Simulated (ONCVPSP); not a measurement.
# Pb (Z = 82): excitation energies, all-electron against ONCV

```
Element                 : lead
Generator               : ONCVPSP 4.0.1
Type                    : optimised norm-conserving Vanderbilt (ONCV)
Functional              : PW91
Relativity              : scalar-relativistic
Frozen core             : [Xe] 4f14
Valence charge          : 14
Reference configuration : 5d10 6s2 6p2
Partial waves           : 6s: rc 2.10 bohr, ncon 4, nbas 8, qcut 3.3 1/bohr, 2 projectors, debl 0.4 Ha; 6p: rc 2.10 bohr, ncon 4, nbas 7, qcut 3.6 1/bohr, 2 projectors, debl 2.7 Ha; 5d: rc 1.80 bohr, ncon 4, nbas 9, qcut 9.6 1/bohr, 3 projectors, debl 0.4 Ha
Local potential         : polynomial inside 1.65 bohr (lpopt 1, dvloc0 6 Ha)
Core correction         : Teter function, fcfact 6, rcfact 1.25
```

In the s channel the program set the typed energies aside and used -0.445, 0.250 Ha. In the d channel the program set the typed energies aside and used -0.779, 0.250, 0.650 Ha.

Energies are relative to the spin-unpolarised reference configuration 5d10 6s2 6p2; without spin polarisation the order of configurations can differ from experiment.

| valence configuration | charge | ΔE all-electron (eV) | error AE − PS (meV) |
| --- | --- | --- | --- |
| 5d10 6s2 6p1 | +1 | 6.631 | -3.6 |
| 5d9 6s2 6p3 | 0 | 19.308 | -143 |

(1) What are ΔE and the potential's error for 5d10 6s1 6p0?

(2) What are ΔE and the potential's error for 5d10 6s2 6p0?

Results:

(1) ΔE = 52.671 eV all-electron; the error (AE − PS) is -23 meV.

(2) ΔE = 20.152 eV all-electron; the error (AE − PS) is -14 meV.
